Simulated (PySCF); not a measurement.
C2H5ClOSi2, SMILES C1[SiH2][Si@H](C=1Cl)O.

Geometry optimised at B3LYP-D3(BJ)/def2-SVP. The structure was generated by enumeration; whether it is a known compound was not checked. Other conformers were not sampled.

All values below come from M06-2X/def2-TZVP in PySCF.

Gas-phase values at a fixed geometry.

```json
{
  "total_energy": "-1193.61797 hartree",
  "highest_occupied_level": "-8.65 eV",
  "lowest_empty_level": "-0.27 eV",
  "orbital_gap": "8.38 eV",
  "dipole_moment": "2.06 D",
  "quadrupole, principal values (traceless, Buckingham form, about the centre of nuclear charge)": "-3.05, -2.49, 5.54 D·Å",
  "mean_static_polarisability": "90.6 bohr³ (13.43 Å³)",
  "polarisability_principal_values": "67.6, 87.9, 116.3 bohr³"
}
```
